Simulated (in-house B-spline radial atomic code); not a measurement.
The neon ion Ne⁺ is squeezed into an impenetrable sphere of radius R (the orbitals vanish at R). Computed with an all-electron radial atomic-structure program (B-spline basis): Dirac-Hartree-Fock, average of configuration, Fermi nucleus of rms radius 3.0055 fm.

Energies in eV above the free ion in [He] 2s2 2p5:

```csv
R (bohr),highest level (eV),[He] 2s2 2p5,[He] 2s1 2p6
7.03,-43.7,0,29.63
6.67,-43.7,0,29.63
4.73,-43.7,0.004782,29.63
4.38,-43.6,0.01432,29.65
3.86,-43.6,0.07171,29.72
2.84,-42.3,1.602,31.56
2.59,-41.2,3.413,33.64
2.3,-38.7,8.229,38.97
1.66,-21,59.52,92.42
1.42,-2.89,128.7,162
```

(1) Does [He] 2s1 2p6 fall below [He] 2s2 2p5 under compression?

Results:

(1) No, it stays above over the whole range.
